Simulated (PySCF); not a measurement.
Circular dichroism: SMILES FC(SC)=C=CF, C4H4F2S

Geometry (Å), atoms numbered from 1 in this order:
```xyz
11

C    -1.689   -0.442    0.417
S    -1.550    0.377   -1.180
C     0.192    0.588   -1.258
F     0.522    1.242   -2.369
C     1.083    0.186   -0.382
C     1.931   -0.266    0.503
F     2.315    0.424    1.578
H    -2.762   -0.608    0.581
H    -1.165   -1.407    0.410
H    -1.286    0.196    1.217
H     2.414   -1.250    0.461
```

Method used: TDDFT CAM-B3LYP/def2-TZVPD circular dichroism and optical rotation, one conformer, gas phase (PySCF 2.14.0). Geometry: PBE0-D3(BJ)/def2-SVP.

No stereocentre is labelled: unless the shape is locked (an allene, a helicene, a hindered biaryl), the mirror image is equally populated and a measured rotation or CD is zero.

Q: Which excitations and rotatory strengths does the calculation give?

A: Rotatory strengths R in 10⁻⁴⁰ esu² cm², velocity form and length form (origin at the centre of mass); f in length form.
```csv
state,E (eV),λ (nm),f,R (velocity),R (length),main
1,4.47,277,0.0005,+0.3,+0.2,HOMO→LUMO 0.88
2,5.65,219,0.088,-141.4,-140.5,HOMO→LUMO+1 0.65
3,5.71,217,0.093,+132.7,+132.0,"HOMO→LUMO+2 0.47, HOMO→LUMO+1 0.14"
4,5.80,214,0.002,-1.3,-1.2,"HOMO−1→LUMO+1 0.66, HOMO−1→LUMO+2 0.14"
5,6.22,199,0.007,+2.6,+2.5,"HOMO→LUMO+3 0.38, HOMO→LUMO+2 0.24"
6,6.66,186,0.007,-4.9,-4.6,"HOMO→LUMO+3 0.41, HOMO−2→LUMO 0.25"
7,6.87,181,0.501,-34.6,-34.1,HOMO−1→LUMO 0.68
8,6.95,178,0.006,+3.1,+3.1,"HOMO→LUMO+4 0.66, HOMO−2→LUMO 0.08"
9,7.09,175,0.016,+32.2,+31.1,HOMO→LUMO+5 0.77
10,7.20,172,0.002,+4.3,+4.2,"HOMO−2→LUMO 0.35, HOMO→LUMO+8 0.25"
11,7.38,168,0.079,+9.9,+9.9,"HOMO−1→LUMO+2 0.42, HOMO−1→LUMO+4 0.20"
12,7.61,163,0.060,-34.1,-33.7,"HOMO→LUMO+6 0.51, HOMO−2→LUMO+1 0.18"
```

Among the states computed, the strongest CD band (largest |R|) is state 2. The largest dissymmetry factor in size, g = 4R/(D+G), with D and G the electric and magnetic dipole strengths, is +0.027 for state 10 (velocity form, f = 0.002), among bands with |R| over 0.5. The mirror image has the same energies and oscillator strengths and all R with the opposite sign.
